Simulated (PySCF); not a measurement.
# MgBr and its ions

UHF-CCSD(T); Mg aug-pcseg-1, Br aug-pcseg-1; no relativity (PySCF 2.14). Neutral (UHF): doublet (σ ↑), Re = 2.441 Å, ωe = 342 cm⁻¹, De = 2.57 eV.

MgBr⁻ (RHF): singlet (closed shell), Re = 2.709 Å, ωe = 194 cm⁻¹, De = 0.76 eV to Mg + Br⁻. The energies at the minima are -2771.89864 hartree for MgBr and -2771.95692 for MgBr⁻.

Q: Work out the adiabatic electron affinity, without and with harmonic zero-point energies (1 hartree = 27.2114 eV, 1 eV = 8065.5 cm⁻¹), and the change of the bond length.

A: At CCSD(T): 0.05828 hartree = 1.586 eV between the minima; the zero-point term (342.0 − 194.0)/2 cm⁻¹ = +0.009 eV makes it 1.595 eV. Re changes by +26.8 pm against the neutral. The electron enters a σ orbital, and the ion is left as a loose complex of an ion and an atom.

Correlated steps freeze 10 core orbitals. Correlated levels converge slowly with the basis: in double zeta they bind strong bonds too weakly, by up to about 1 eV, and carry superposition errors of some tenths. For an ion De counts to the pair picked by the measured ionisation energies or electron affinities, which need not be the lowest pair at this level. States were picked by a PBE0 search and need not be the measured ground states.

Neutral and ion stand on different kinds of reference determinant, which adds to the error of the difference.
